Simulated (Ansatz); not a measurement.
`CC[N](CC)[Hf]([Cl])([Cl])[N](C)C` at its PBE0-D4/def2-TZVP geometry, where that method's forces vanish. Charge 0, multiplicity 1. Hf: def2 effective core potential.

```xyz
27

C     0.9227    2.7156   -0.8653
C    -0.3441    2.0201   -1.3402
N    -0.3531    0.5774   -1.1259
C     0.5762   -0.1355   -1.9790
C     0.4588   -1.6410   -1.8502
Hf   -1.5626   -0.2047    0.2867
Cl   -2.9560    1.4612    1.2486
Cl   -2.8672   -2.0696   -0.4108
N    -0.3228   -0.8407    1.7295
C     1.1095   -0.8101    1.8678
C    -0.9868   -1.4437    2.8661
H     0.8436    3.7934   -1.0256
H     1.0801    2.5417    0.2022
H     1.8070    2.3670   -1.4022
H    -0.5013    2.2247   -2.4094
H    -1.2012    2.4616   -0.8202
H     1.6082    0.1625   -1.7471
H     0.4026    0.1543   -3.0264
H     1.2090   -2.1335   -2.4714
H     0.6266   -1.9733   -0.8197
H    -0.5244   -1.9957   -2.1665
H     1.4122   -0.2419    2.7584
H     1.5691   -0.3382    0.9978
H     1.5260   -1.8227    1.9693
H    -0.7795   -0.8921    3.7927
H    -2.0762   -1.4494    2.7327
H    -0.6767   -2.4876    3.0081
```

Q: What forces (eV/Å) does ωB97M-V/def2-TZVPP give on these atoms in Ansatz? (Estimate.)

A: The calculation gave: 
```
C1   0.156  0.091  0.047
C2  -0.166  0.230 -0.151
N3  -0.150 -0.118  0.162
C4   0.267  0.108 -0.234
C5  -0.027 -0.195  0.003
Hf6  0.070 -0.026  0.035
Cl7 -0.068  0.075  0.033
Cl8 -0.071 -0.081 -0.031
N9  -0.118  0.086 -0.213
C10  0.338 -0.011  0.083
C11 -0.110 -0.140  0.266
H12  0.010 -0.079  0.014
H13 -0.014  0.001 -0.062
H14 -0.063  0.024  0.037
H15  0.015 -0.011  0.083
H16  0.063 -0.021 -0.041
H17 -0.075 -0.032 -0.017
H18  0.013 -0.023  0.077
H19 -0.056  0.029  0.049
H20 -0.007  0.024 -0.032
H21  0.062  0.027  0.013
H22 -0.021 -0.042 -0.069
H23 -0.021 -0.026  0.037
H24 -0.033  0.074 -0.011
H25 -0.018 -0.044 -0.073
H26  0.051  0.001  0.005
H27 -0.026  0.081 -0.011
```
